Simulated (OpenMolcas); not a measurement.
Pd3+ among 8 point charges of -1 e arranged as a cube (Oh), 1.94 Å from the ion.

| Quantity | Value |
| --- | --- |
| Program | OpenMolcas |
| Method | SS-CASPT2, IPEA 0.25 Eh, imaginary shift 0.1 Eh (closed shells correlated: 4s 4p) |
| Basis | ANO-RCC-VTZP [7s6p4d2f1g] |
| Scalar Hamiltonian | DKH2, point nucleus |
| Active space | 7 electrons in 5 orbitals (4d) |
| State averaging | 2S+1 = 4 even, 10 roots; 2S+1 = 2 even, 40 roots |
| Spin-orbit coupling | RASSI with atomic mean-field integrals over the reference wave functions |

**Question.** What is the spin-free ground state (labels of O, the rotations of Oh)?

**Answer.** 4A2, 1-fold in its orbital part, 100 % from free-ion F terms; it has the highest spin that d7 allows.

**Question.** Where is the first state of the same spin?

**Answer.** 4T2 at 3560 cm-1 above the ground state.

**Question.** What are the lowest two levels with spin-orbit coupling?

**Answer.** A 4-fold level Γ8, then a 4-fold level Γ8 2890 cm-1 above it. Their leading multiplicities are 4 (98 %) and 4 (97 %).

**Question.** What is χT at 300 K, and how does it compare with the textbook value?

**Answer.** The lowest level has 2S+1 = 4, for which the spin-only value is χT = S(S+1) / 2 = 1.875 cm3 K/mol (g = 2). The computed 3.774 at 300 K differs by +1.899, through orbital momentum, spin-orbit coupling and any other state in reach.

Roots that are degenerate in the reference are averaged as groups; the widest CASPT2 spread within a group is 350 cm-1 (the 3-fold group of multiplicity 4 near 3560 cm-1 above the lowest state of its run). Shifts and gaps below about the spread of the groups concerned are not significant. Free-ion shares, where given, are those of the reference states; single-state CASPT2 does not remix them. This is an electrostatic model: the charges have no orbitals. No measured value stands beside these numbers.
